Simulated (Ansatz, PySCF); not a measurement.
The pair A = SiH4 (SMILES [SiH4]) (first 5 atoms), B = SiH4 (SMILES [SiH4]); geometry from B3LYP-D3(BJ)/def2-TZVP.
(charge 0, multiplicity 1):
```xyz
10

Si     0.018    -0.168    -0.102
H      1.069     0.873    -0.087
H     -1.076     0.225     0.816
H      0.590    -1.458     0.342
H     -0.521    -0.309    -1.473
Si    -0.017     0.167     3.902
H     -0.824    -1.050     3.659
H      1.118     0.201     2.953
H      0.504     0.148     5.288
H     -0.858     1.368     3.706
```

Frozen-core correlation. Rows in 6-31G* carry no dispersion term and start afresh at each structure (6-31G* with six Cartesian d functions). MP2/6-31G* freezes PySCF's default core.

Codes used: Ansatz (a program for electronic structure); PySCF for 6-31G* rows. Values without a source in brackets are computed.

Total energies (hartree), monomers frozen at their geometry in the pair:

```csv
structure,HF/6-31G*,MP2/6-31G*,CCSD(T)/aug-cc-pV(D+d)Z
AB,-582.4489303,-582.6146113,-582.8154478
A in the pair's basis,-291.2252567,-291.3076491,-291.4072059
B in the pair's basis,-291.2252567,-291.3076496,-291.4072060
A,-291.2250966,-291.3071068,-291.4066315
B,-291.2250964,-291.3071067,-291.4066314
```

Work out the interaction energy without and with the counterpoise correction, and the superposition error, for each level.


E(AB) − E(A) − E(B), times 627.509 kcal/mol, with the monomers in their own basis and then in the pair's basis:
- HF/6-31G*: 0.79 uncorrected, 0.99 corrected; the monomers gain 0.20 kcal/mol from borrowed functions
- MP2/6-31G*: -0.25 uncorrected, 0.43 corrected; the monomers gain 0.68 kcal/mol from borrowed functions
- CCSD(T)/aug-cc-pV(D+d)Z: -1.37 uncorrected, -0.65 corrected; the monomers gain 0.72 kcal/mol from borrowed functions
